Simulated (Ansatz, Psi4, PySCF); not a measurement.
Cl4Zr (SMILES [Cl][Zr]([Cl])([Cl])[Cl]), singlet, geometry from GFN2-xTB (such geometries of metal compounds can be far from the true shape) (core potentials on Zr). Base run: R2SCAN/def2-SVP in PySCF.

PySCF was given this input:
```python
from pyscf import gto, scf, dft

mol = gto.Mole()
mol.atom = '''
    Zr   -0.000000    0.000000    0.000000
    Cl    1.799195   -0.565192   -1.229787
    Cl    0.646516    0.465871    2.105684
    Cl   -0.985449    1.812776   -0.900920
    Cl   -1.460263   -1.713455    0.025024
'''
mol.basis = 'def2-svp'
mol.ecp = {'Zr': 'def2-svp'}
mol.charge = 0
mol.spin = 0
mol.verbose = 4
mol.build()

mf = dft.RKS(mol)
mf.xc = 'r2scan'
mf.kernel()
```

The same geometry, method and basis name were run in Ansatz (a first-principles code) and Psi4 and PySCF, at each program's defaults and at the settings that a row names. The base is PySCF at its defaults. Differences at the defaults can come from grids, fitting, cores and function types together. The rows with settings made alike still differ; the cause (another SCF solution, basis table, core potential or functional code) wasn't traced.

| code and settings | ΔE vs base (mEh) | basis functions | E (Eh) | SCF cycles |
|---|---|---|---|---|
| PySCF, defaults (exact integrals, its default grid, spherical functions) | 0.000 | 103 | -1887.51470 | 9 |
| Psi4, defaults (density fitting with its default set, its default grid, spherical functions) | -0.493 | 103 | -1887.51519 | 8 |
| Ansatz, defaults (factorised integrals, its default grid, spherical functions) | 0.205 | 103 | -1887.51449 | - |
| PySCF, density fitting with def2-universal-jkfit | -0.069 | 103 | -1887.51477 | 9 |
| PySCF, fine grid | 0.295 | 103 | -1887.51440 | 9 |
| Psi4, exact integrals, spherical functions, fine grid | 0.525 | 103 | -1887.51417 | 11 |
| Ansatz, high accuracy | 0.203 | 103 | -1887.51449 | - |
